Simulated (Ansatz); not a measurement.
```yaml
crystal:
  periodic: [true, true, true]
  atoms:
    - {symbol: F, position_ang: [1.859255, -0.343984, -0.757272]}
    - {symbol: Si, position_ang: [0.285768, -0.206877, -0.605858]}
    - {symbol: C, position_ang: [-0.466674, 0.494272, 0.814747]}
    - {symbol: N, position_ang: [-0.480569, -0.796516, 0.859993]}
    - {symbol: H, position_ang: [-0.321410, -0.404230, -1.925232]}
    - {symbol: H, position_ang: [-0.834270, 1.193336, 1.567522]}
basis:
  gaussian: {orbitals: def2-mTZVPP, point_charges: [{charge: 1.00, position_ang: [4.907, 0.795, 0.282]}]}
hamiltonian: {xc: {name: RPBE}, dispersion: d3bj, pseudopotentials: {relativity: scalar}}
scf: {lower_state_search: off}
```

```sh
$ ansatz run in.yaml --threads 2 --pin off --events-out ev --progress --plain --max-ram 4352MiB
```

Shortened log:

```
Error: YAML parse error: error: line 2 column 3: crystal: missing field `lattice` (a structure is typed as `lattice` and `atoms`, a molecule's as `atoms` in Å alone, or read from a run's directory, `checkpoint`)
 --> <input>:2:3
1 | crystal:
2 |   periodic: [true, true, true]
3 |   atoms:
4 |     - {symbol: F, position_ang: [1.859255, -0.343984, -0.757272]}
```

In this input the molecule is marked periodic without a cell. The input was rejected before any iteration.
